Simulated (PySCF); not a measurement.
**Radiative rates from a computed spectrum**

Cyclo-(Cl2GeO)2.
Cartesian coordinates in Å at the PBE0-D3(BJ)/def2-SVP level; atoms count from 1:
```xyz
8
Cl4Ge2O2 angstrom
Ge    -0.2938    1.1998   -0.3141
Cl    -0.2671    2.0078   -2.2664
Cl    -0.9059    2.6672    1.0771
O     -1.1745   -0.3586   -0.1783
Ge     0.3281   -1.2218    0.2921
Cl     0.9419   -2.6943   -1.0926
Cl     0.2998   -2.0213    2.2478
O      1.2098    0.3356    0.1507
```

Theory: TDDFT wB97X-D/def2-SVPD, vertical, gas phase, core orbitals frozen in the response (PySCF). The wB97X-D/def2-SVPD calculation is non-relativistic and has no spin–orbit coupling, an omission that weighs most on germanium.

Computed singlets with f of 0.002 or more:

```tsv
state	λ (nm)	f
S3	189.8	0.029
S8	175.8	0.128
S10	172.0	0.027
S11	170.3	0.298
```

Give A, τ, |μ| and ∫σ dE for each state.

Relations used (vacuum, state to state): A = 0.6670 f ν̃² s⁻¹ (ν̃ in cm⁻¹); τ = 1/A; f = (2/3) ΔE |μ|² in atomic units; ∫σ dE = 109.76 f Mb·eV.

```json
{"state": "S3", "A (s⁻¹)": "5.4×10⁷", "τ": "19 ns", "|μ| (D)": "1.08", "∫σ dE (Mb·eV)": "3.2"}
{"state": "S8", "A (s⁻¹)": "2.8×10⁸", "τ": "3.6 ns", "|μ| (D)": "2.19", "∫σ dE (Mb·eV)": "14"}
{"state": "S10", "A (s⁻¹)": "6.1×10⁷", "τ": "16 ns", "|μ| (D)": "1.00", "∫σ dE (Mb·eV)": "3"}
{"state": "S11", "A (s⁻¹)": "6.9×10⁸", "τ": "1.5 ns", "|μ| (D)": "3.29", "∫σ dE (Mb·eV)": "33"}
```

Leading configurations: S3 H-2→L (96%); S8 H-6→L (77%); S10 H-10→L (64%); S11 H-7→L (80%) (H = HOMO, L = LUMO).

Only emission to the ground state at the vertical energy is counted.

What is the integrated cross-section of all computed states together?

Σf = 0.483 over S1 to S15, so 109.76 × Σf ≈ 53 Mb·eV.

By what factor does the largest A in the list exceed the smallest?

S11 has 13 times the rate of S3.

How much energy does a mole of photons resonant with S11 carry?

7.281 eV × 96.485 = 703 kJ/mol (168 kcal/mol).

Time: 3.5 min (with the writing of density and orbital grids); peak memory 1.2 GiB. Hardware: one thread of an AMD EPYC, shared host with 64 logical CPUs at a one-minute load of 58.

One conformer stands for the species.
